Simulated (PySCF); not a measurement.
# Tellurium: a sound run and one with changed settings

Sound run: Te⁺ [Kr] 4d10 5s2 5p3, Te²⁺ [Kr] 4d10 5s2 5p2. Computed with PySCF 2.14 in aug-cc-pVDZ-PP with ECP28MDF (5s4p3d, 32 functions), with a scalar-relativistic core potential. The sound run starts from symmetry-adapted Hartree-Fock orbitals and uses a fine grid where one is needed.

Changed run: radial step 0.8 in ln r (0.13 in the sound run). This setting is unsound on purpose.

```
species  method  sound run (hartree)  changed run (hartree)  converged
    Te⁺     UHF           -266.71544             -266.71544        yes
    Te⁺    PBE0           -267.66840             -266.84910        yes
    Te⁺  M06-2X           -267.60343             -266.88128        yes
   Te²⁺     UHF           -266.04097             -266.04097        yes
   Te²⁺    PBE0           -266.97535             -266.16121        yes
   Te²⁺  M06-2X           -266.91307             -266.19760        yes
```

Ionisation energy of Te⁺:

```csv
method,sound run (eV),changed run (eV)
UHF,18.353,18.353
PBE0,18.859,18.718
M06-2X,18.786,18.604
```

A coarse radial grid mis-integrates the density and the exchange-correlation energy, with errors of either sign; Hartree-Fock needs no grid.

For comparison, NIST gives 18.6 ± 0.4 eV between the lowest levels.
